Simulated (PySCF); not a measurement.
Br4Ti, singlet, geometry from GFN2-xTB of the parent state (such geometries of metal compounds can be far from the true shape) (the multiplicity is a formal guess); CAMB3LYP/STO-3G run with PySCF.

Input for PySCF:
```python
from pyscf import gto, scf, dft

mol = gto.M(
    atom='''
Ti   -0.000000   -0.000000   -0.000000
Br    1.853075   -0.535769   -1.362999
Br    0.728256    0.339164    2.221107
Br   -1.023839    1.971384   -0.802561
Br   -1.557492   -1.774778   -0.055547
''',
    basis='sto-3g',
    charge=0,
    spin=0,
    verbose=4,
)

mf = dft.RKS(mol)
mf.xc = 'camb3lyp'
mf.kernel()
mf.analyze()
```

The log (banner, timings and long lists left out):

```
PySCF version 2.14.0

[INPUT] verbose = 4
[INPUT] num. atoms = 5
[INPUT] num. electrons = 162
[INPUT] charge = 0
[INPUT] spin (= nelec alpha-beta = 2S) = 0
[INPUT] symmetry False subgroup None
[INPUT] Mole.unit = angstrom
[INPUT] Symbol           X                Y                Z      unit          X                Y                Z       unit  Magmom
[INPUT]  1 Ti     0.000000000000   0.000000000000   0.000000000000 AA    0.000000000000   0.000000000000   0.000000000000 Bohr   0.0
[INPUT]  2 Br     1.853075000000  -0.535769000000  -1.362999000000 AA    3.501804238278  -1.012456676032  -2.575694818056 Bohr   0.0
[INPUT]  3 Br     0.728256000000   0.339164000000   2.221107000000 AA    1.376204388571   0.640927071312   4.197283923354 Bohr   0.0
[INPUT]  4 Br    -1.023839000000   1.971384000000  -0.802561000000 AA   -1.934775305649   3.725375846350  -1.516620488257 Bohr   0.0
[INPUT]  5 Br    -1.557492000000  -1.774778000000  -0.055547000000 AA   -2.943233321201  -3.353844351903  -0.104968617041 Bohr   0.0

nuclear repulsion = 1698.46805720283
number of shells = 40
number of NR pGTOs = 270
number of NR cGTOs = 90
basis = sto-3g
ecp = {}

******** <class 'pyscf.dft.rks.RKS'> ********
method = RKS
initial guess = minao
damping factor = 0
level_shift factor = 0
DIIS = <class 'pyscf.scf.diis.CDIIS'>
diis_start_cycle = 1
diis_space = 8
diis_damp = 0
SCF conv_tol = 1e-09
SCF conv_tol_grad = None
SCF max_cycles = 50
direct_scf = True
direct_scf_tol = 1e-13
XC library pyscf.dft.libxc version 7.1.2
    S. Lehtola, C. Steigemann, M. J. T. Oliveira, and M. A. L. Marques,  SoftwareX 7, 1–5 (2018)
XC functionals = camb3lyp
    T. Yanai, D. P. Tew, and N. C. Handy,  Chem. Phys. Lett. 393, 51 (2004)
radial grids:
    Treutler-Ahlrichs [JCP 102, 346 (1995); DOI:10.1063/1.469408] (M4) radial grids

becke partition: Becke, JCP 88, 2547 (1988); DOI:10.1063/1.454033
pruning grids: <function nwchem_prune>
grids dens level: 3
symmetrized grids: False
atomic radii adjust function: <function treutler_atomic_radii_adjust>
small_rho_cutoff = 0
Set gradient conv threshold to 3.16228e-05
Initial guess from minao.
tot grids = 102600
init E= -11010.3919958608
  HOMO = -0.862289123729528  LUMO = -0.490887475664228  gap/eV = 10.10635
cycle= 1 E= -11025.1840149728  delta_E= -14.8  |g|= 0.748  |ddm|= 2.93
  HOMO = -0.264653424373748  LUMO = -0.130054702187837  gap/eV = 3.66262
cycle= 2 E= -11023.4939925084  delta_E= 1.69  |g|= 2.76  |ddm|= 3.83
  HOMO = -0.262423673947246  LUMO = 0.0419622819277322  gap/eV = 8.28276
cycle= 3 E= -11025.4207497368  delta_E= -1.93  |g|= 0.177  |ddm|= 2.47
  HOMO = -0.266153664833698  LUMO = 0.0879917447565552  gap/eV = 9.63679
cycle= 4 E= -11025.4317372143  delta_E= -0.011  |g|= 0.0159  |ddm|= 0.263
  HOMO = -0.266491550013121  LUMO = 0.0836781963433634  gap/eV = 9.52860
cycle= 5 E= -11025.4318210925  delta_E= -8.39e-05  |g|= 0.00314  |ddm|= 0.0196
  HOMO = -0.266555828779972  LUMO = 0.0829992755122784  gap/eV = 9.51188
cycle= 6 E= -11025.4318249118  delta_E= -3.82e-06  |g|= 0.000136  |ddm|= 0.00566
  HOMO = -0.26655624333604  LUMO = 0.0830135487198655  gap/eV = 9.51228
cycle= 7 E= -11025.4318249432  delta_E= -3.14e-08  |g|= 1.95e-05  |ddm|= 0.000731
  HOMO = -0.266556735112424  LUMO = 0.0830102682828695  gap/eV = 9.51220
cycle= 8 E= -11025.4318249436  delta_E= -3.4e-10  |g|= 8.1e-06  |ddm|= 8.68e-05
  HOMO = -0.26655663238625  LUMO = 0.0830147355471962  gap/eV = 9.51232
Extra cycle  E= -11025.4318249436  delta_E= -1.27e-11  |g|= 1.26e-05  |ddm|= 2.95e-05
converged SCF energy = -11025.4318249436
**** SCF Summaries ****
Total Energy =                      -11025.431824943563697
Nuclear Repulsion Energy =            1698.468057202834416
One-electron Energy =               -18786.479490013400209
Two-electron Energy =                 6062.579607867003688
Two-electron Coulomb Energy =         6472.339604594139018
DFT Exchange-Correlation Energy =     -409.759996727135274
HOMO-LUMO gap [eV] =                     9.512321434376446
**** MO energy ****
MO #1   energy= -477.36838126275   occ= 2
MO #2   energy= -477.368380623642  occ= 2
MO #3   energy= -477.368379964593  occ= 2
MO #4   energy= -477.368378931588  occ= 2
MO #5   energy= -177.429275363965  occ= 2
MO #6   energy= -60.4586246204295  occ= 2
MO #7   energy= -60.4584591389563  occ= 2
MO #8   energy= -60.4584587335624  occ= 2
MO #9   energy= -60.4584577788763  occ= 2
MO #10  energy= -55.6403369537731  occ= 2
MO #11  energy= -55.6403350353205  occ= 2
MO #12  energy= -55.6403346792723  occ= 2
MO #13  energy= -55.6403335775718  occ= 2
MO #14  energy= -55.6382322166072  occ= 2
MO #15  energy= -55.6382319821063  occ= 2
MO #16  energy= -55.6382317497387  occ= 2
MO #17  energy= -55.6382298051461  occ= 2
MO #18  energy= -55.6382294029673  occ= 2
MO #19  energy= -55.6382292978092  occ= 2
MO #20  energy= -55.6382284025634  occ= 2
MO #21  energy= -55.638228257994   occ= 2
MO #22  energy= -19.9791944038943  occ= 2
MO #23  energy= -16.9877469561018  occ= 2
MO #24  energy= -16.9877464985885  occ= 2
MO #25  energy= -16.9877463268157  occ= 2
MO #26  energy= -8.0394174906932   occ= 2
MO #27  energy= -8.03921703432303  occ= 2
MO #28  energy= -8.03921568211696  occ= 2
MO #29  energy= -8.03921469094426  occ= 2
MO #30  energy= -6.00357016458799  occ= 2
MO #31  energy= -6.00327695002426  occ= 2
MO #32  energy= -6.00327622905161  occ= 2
MO #33  energy= -6.00327296504921  occ= 2
MO #34  energy= -5.99399811885193  occ= 2
MO #35  energy= -5.99399654674497  occ= 2
MO #36  energy= -5.99399209769682  occ= 2
MO #37  energy= -5.99375863681265  occ= 2
MO #38  energy= -5.9937543585445   occ= 2
MO #39  energy= -5.99372962609784  occ= 2
MO #40  energy= -5.99372443967211  occ= 2
MO #41  energy= -5.99371945657774  occ= 2
MO #42  energy= -2.69068712824408  occ= 2
MO #43  energy= -1.80755290058872  occ= 2
MO #44  energy= -1.80755245119116  occ= 2
MO #45  energy= -1.80755242314209  occ= 2
MO #46  energy= -1.71045891766645  occ= 2
MO #47  energy= -1.71044738029654  occ= 2
MO #48  energy= -1.71042977150034  occ= 2
MO #49  energy= -1.71000503992996  occ= 2
MO #50  energy= -1.70749294025313  occ= 2
MO #51  energy= -1.7074770778154   occ= 2
MO #52  energy= -1.70744857731015  occ= 2
MO #53  energy= -1.70735920943812  occ= 2
MO #54  energy= -1.70733466667851  occ= 2
MO #55  energy= -1.70710486139833  occ= 2
MO #56  energy= -1.70707447675005  occ= 2
MO #57  energy= -1.70705264910103  occ= 2
MO #58  energy= -1.70145989277576  occ= 2
MO #59  energy= -1.70145000183179  occ= 2
MO #60  energy= -1.70144753359596  occ= 2
MO #61  energy= -1.70144425945274  occ= 2
MO #62  energy= -1.70143609998839  occ= 2
MO #63  energy= -1.70143235917696  occ= 2
MO #64  energy= -1.70142791727806  occ= 2
MO #65  energy= -1.70142460017951  occ= 2
MO #66  energy= -0.740309185216632 occ= 2
MO #67  energy= -0.719751954198304 occ= 2
MO #68  energy= -0.719751709012029 occ= 2
MO #69  energy= -0.719751536452631 occ= 2
MO #70  energy= -0.379850174008236 occ= 2
MO #71  energy= -0.339075172124159 occ= 2
MO #72  energy= -0.339074887290697 occ= 2
MO #73  energy= -0.339074452865772 occ= 2
MO #74  energy= -0.311147896151308 occ= 2
MO #75  energy= -0.311147596689416 occ= 2
MO #76  energy= -0.307994452874006 occ= 2
MO #77  energy= -0.307994074554507 occ= 2
MO #78  energy= -0.307994020578037 occ= 2
MO #79  energy= -0.266557286205553 occ= 2
MO #80  energy= -0.266556735531363 occ= 2
MO #81  energy= -0.26655663238625  occ= 2
MO #82  energy= 0.0830147355471962 occ= 0
MO #83  energy= 0.0830149920215452 occ= 0
MO #84  energy= 0.0984579428766205 occ= 0
MO #85  energy= 0.0984581248097086 occ= 0
MO #86  energy= 0.0984582165820789 occ= 0
MO #87  energy= 0.254635548115573  occ= 0
MO #88  energy= 0.406173177328015  occ= 0
MO #89  energy= 0.406174579690814  occ= 0
 ** Mulliken pop on meta-lowdin orthogonal AOs  **
 ** Mulliken pop  **
 ** Mulliken atomic charges  **
charge of    0Ti =      0.94671
charge of    1Br =     -0.23668
charge of    2Br =     -0.23668
charge of    3Br =     -0.23668
charge of    4Br =     -0.23668
Dipole moment(X, Y, Z, Debye):  0.00002,  0.00002, -0.00001
```
